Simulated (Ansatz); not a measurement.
Al4Au⁺, relaxed as a singlet with RKS PBE-D4/def2-SVP in Ansatz, starting from the GFN2-xTB geometry. Force threshold 0.02 eV/Å.

In the def2 sets Au takes a core potential; there is no spin–orbit coupling. The restricted singlet is unstable towards broken spin symmetry in Hartree–Fock (as tested in another run); at PBE-D4/def2-SVP this wasn't settled. Another isomer (singlet) lies 0.55 eV lower at PBE0-D4/def2-TZVP; other spin states weren't run for this one.

Start:

```xyz
5

Au    0.867   -1.009   -1.797
Al    1.185    0.998    0.005
Al   -0.865    1.016    1.797
Al    0.101   -1.328    0.798
Al   -1.289    0.323   -0.803
```

Question: Estimate the energy that the relaxation releases and the steps that it takes.

Answer: 0.16 eV, in 5 steps; 4.2 s on 4 threads of AMD EPYC 7B13 on a shared host. No frequencies were taken in this run, so the end may be a saddle point.

Question: Does the start keep its bonding and symmetry?

Answer: By distances, no bond broke or formed. The bond that changes most is Al3–Al5, from 2.72 to 2.91 Å (atoms count from 1). Point group C3v at the start, C3v at the end, both within 0.05 Å.

Question: Predict the relaxed structure.

Answer: 
Cartesian coordinates in Å:
```
Au 0.8246 -0.9651 -1.7121
Al 1.2510 0.9984 -0.0540
Al -0.9113 1.0689 1.8933
Al 0.1345 -1.4035 0.7619
Al -1.2988 0.3013 -0.8891
```
Bond lengths (bridged metal pairs left out): 3 × Al–Au 2.61 Å; 3 × Al–Al 2.77 Å.
